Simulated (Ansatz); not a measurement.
Born–Oppenheimer molecular dynamics of C₂H₈BFOSi (14 atoms, charge 0, multiplicity 1). It starts from a relaxed structure.

The calculation used Ansatz, RKS PBE0/6-31G.

```yaml
ensemble: NVT, Langevin thermostat
time_step: 0.5 fs
steps_asked: 150
set_temperature: 300 K
friction: 0.01 /fs
temperature_schedule: 37 steps to 300 K, then 113 steps to 600 K
seed: 467061
```

First frame:

```xyz
14
Properties=species:S:1:pos:R:3
C -0.009 -0.270 2.245
B 0.474 0.163 0.823
O 1.802 0.339 0.491
Si -0.737 0.539 -0.762
C -0.177 -0.335 -2.350
F -2.324 0.003 -0.381
H -0.755 0.437 2.631
H -0.531 -1.236 2.181
H 0.793 -0.365 2.989
H 2.477 0.198 1.179
H -0.874 2.023 -1.019
H -0.176 -1.421 -2.220
H 0.846 -0.016 -2.582
H -0.824 -0.088 -3.197
```

Question: How far do the bonds stretch over the last three quarters of this one trajectory? (Pairs bonded in most of those frames.)

Answer: 
| bond | mean (Å) | spread (Å) | shortest | longest |
| --- | --- | --- | --- | --- |
| C1–B2 | 1.563 | 0.031 | 1.51 | 1.61 |
| C1–H7 | 1.104 | 0.025 | 1.06 | 1.15 |
| C1–H8 | 1.102 | 0.012 | 1.08 | 1.13 |
| C1–H9 | 1.099 | 0.013 | 1.08 | 1.13 |
| B2–O3 | 1.381 | 0.009 | 1.37 | 1.41 |
| B2–Si4 | 2.044 | 0.030 | 1.99 | 2.09 |
| O3–H10 | 0.979 | 0.034 | 0.92 | 1.04 |
| Si4–C5 | 1.891 | 0.021 | 1.86 | 1.95 |
| Si4–F6 | 1.728 | 0.025 | 1.70 | 1.77 |
| Si4–H11 | 1.521 | 0.051 | 1.44 | 1.60 |
| C5–H12 | 1.100 | 0.048 | 1.03 | 1.17 |
| C5–H13 | 1.105 | 0.050 | 1.02 | 1.18 |
| C5–H14 | 1.098 | 0.021 | 1.06 | 1.14 |

Mean temperature of the second half: 391 K. The schedule's set-point averaged 500 K over the second half and the system 391 K, so it lags behind the ramp. A run of 0.075 ps of so small a system gives no equilibrium averages. Limits of this set-up: no polarisation functions.

The run took 4.7 min on 1 thread of AMD EPYC 9R45 (Zen 5) (shared host), peak memory 0.26 GiB.
